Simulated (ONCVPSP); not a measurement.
# Varying the ONCV potential for Sn (Z = 50)

Base potential:

```json
{
 "Element": "tin",
 "Generator": "ONCVPSP 4.0.1",
 "Type": "optimised norm-conserving Vanderbilt (ONCV)",
 "Functional": "PBE",
 "Relativity": "non-relativistic",
 "Frozen core": "[Kr] 4d10",
 "Valence charge": "4",
 "Reference configuration": "5s2 5p2",
 "Partial waves": "5s: rc 2.00 bohr, ncon 4, nbas 9, qcut 3 1/bohr, 3 projectors, debl 2.1 Ha; 5p: rc 2.85 bohr, ncon 4, nbas 9, qcut 3.1 1/bohr, 2 projectors, debl 2.6 Ha; d scattering state at 0.44 Ha: rc 2.95 bohr, ncon 4, nbas 8, qcut 2.8 1/bohr, 1 projector",
 "Local potential": "polynomial inside 1.55 bohr (lpopt 5, dvloc0 0 Ha)",
 "Core correction": "Teter function fitted to the true core (icmod 2), fcfact 0.4"
}
```

Cutoffs, loose and tight: the cutoffs (Ha) at which the residual kinetic energy of the hardest occupied pseudo-wave falls to 1 and 0.1 mHa per electron. They do not see the model core or the augmentation charge, which bear on the density cutoff. Test errors are all-electron minus pseudo excitation energies from the reference, over the configurations 5s2 5p1; 5s2 5p0; 5s1 5p0; 5s2 5p1.5. A dash means not determined; rows that change the core or the reference have their own tests.

For the base: The cutoffs count occupied waves only; projector 3 of the s channel, the hardest unoccupied one, needs 85 Ha at the loose tolerance.

A true bound ghost makes a file unfit for plane-wave use even where its test errors are small: the radial tests pick states by their node count and pass the ghost by.

```tsv
change	outcome	cutoff, loose	cutoff, tight	bound ghosts	GHOST(+) flags above zero	largest test error (meV)
base	generated	8.7 Ha	46 Ha	none	s, p	-238
p: nbas 7	generated	8.7 Ha	46 Ha	none	s, p	-222
all radii but the core radius scaled by about 1.25 (s 2.50, p 3.56, d 3.68 bohr); local potential polynomial inside 1.94 bohr (lpopt 5, dvloc0 0 Ha)	generated	4.4 Ha	28 Ha	none	s, p	-348
local potential polynomial inside 1.95 bohr (lpopt 5, dvloc0 0 Ha)	generated	8.7 Ha	46 Ha	none	s	-238
local potential polynomial inside 1.55 bohr (lpopt 5, dvloc0 7.5 Ha)	generated	8.7 Ha	46 Ha	none	s	-238
p: qcut 3.3	generated	8.7 Ha	46 Ha	none	s, p	-229
s: rc 2.68	generated	4.0 Ha	15 Ha	none	s, p	-266
```

Task: What comes out with this change to the base: core [Kr], valence charge 14; reference 4d10 5s2 5p1; waves now 5s: rc 1.55 bohr, ncon 3, nbas 7, qcut 3.3 1/bohr, 1 projector; 5p: rc 2.10 bohr, ncon 4, nbas 8, qcut 4.3 1/bohr, 1 projector; 4d: rc 1.50 bohr, ncon 5, nbas 10, qcut 11.2 1/bohr, 3 projectors, debl 3.9 Ha; f scattering state at 0.03 Ha: rc 2.20 bohr, ncon 3, nbas 6, qcut 4.7 1/bohr, 3 projectors, debl 3.7 Ha; local potential polynomial inside 1.00 bohr (lpopt 1, dvloc0 0 Ha)?

Result: outcome: generated; cutoff, loose: 63 Ha; cutoff, tight: 75 Ha; bound ghosts: s, p; GHOST(+) flags above zero: f; largest test error (meV): -13.

Task: What comes out with this change to the base: fully relativistic?

Result: outcome: generated; cutoff, loose: 12 Ha; cutoff, tight: 52 Ha; bound ghosts: none; GHOST(+) flags above zero: s, p3/2, p1/2; largest test error (meV): -324.
